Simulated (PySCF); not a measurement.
**Electron correlation in C²⁺ (carbon, charge +2)**

[He] 2p2, high-spin 3P determinant (an excited configuration). Computed with PySCF 2.14 in def2-QZVPPD, with the non-relativistic Hamiltonian (point nucleus). Frozen: nothing; 4 electrons correlated.

| level | correlation energy (mhartree) |
| --- | --- |
| CCSD | -32.95 |
| (T) | -0.04 |
| CCSD(T) | -32.99 |

Diagnostics: T1 = 0.00086, D1 = 0.0014, largest double amplitude 0.015.

Cost of the coupled-cluster step: of the order of 3 core-seconds, for 4 correlated electrons.

Iterations:

```
CC2 = 0
CCSD nocc = (np.int64(3), np.int64(1)), nmo = (63, 63)
frozen orbitals [[], []]
max_cycle = 100
direct = 0
conv_tol = 1e-08
conv_tol_normt = 1e-06
diis_space = 8
diis_start_cycle = 0
Init t2, MP2 energy = -0.0295059431313932
Init E_corr(UCCSD) = -0.0295059431314537
cycle = 1  E_corr(UCCSD) = -0.0323871201502607  dE = -0.00288117702  norm(t1,t2) = 0.0091537
cycle = 2  E_corr(UCCSD) = -0.0328370275132323  dE = -0.000449907363  norm(t1,t2) = 0.00218129
cycle = 3  E_corr(UCCSD) = -0.032954090927594  dE = -0.000117063414  norm(t1,t2) = 0.000554088
cycle = 4  E_corr(UCCSD) = -0.0329501840691426  dE = 3.90685845e-06  norm(t1,t2) = 3.59672e-05
cycle = 5  E_corr(UCCSD) = -0.0329507717021679  dE = -5.87633025e-07  norm(t1,t2) = 3.2527e-06
cycle = 6  E_corr(UCCSD) = -0.0329507597673378  dE = 1.19348301e-08  norm(t1,t2) = 1.39093e-07
cycle = 7  E_corr(UCCSD) = -0.0329507597342608  dE = 3.30770619e-11  norm(t1,t2) = 1.59234e-08
UCCSD converged
E(UCCSD) = -35.87638103083987  E_corr = -0.03295075973426075
UCCSD(T) correction = -4.15725758590434e-05
```

This basis was not built for core-valence correlation, so the inner-shell part is incomplete.
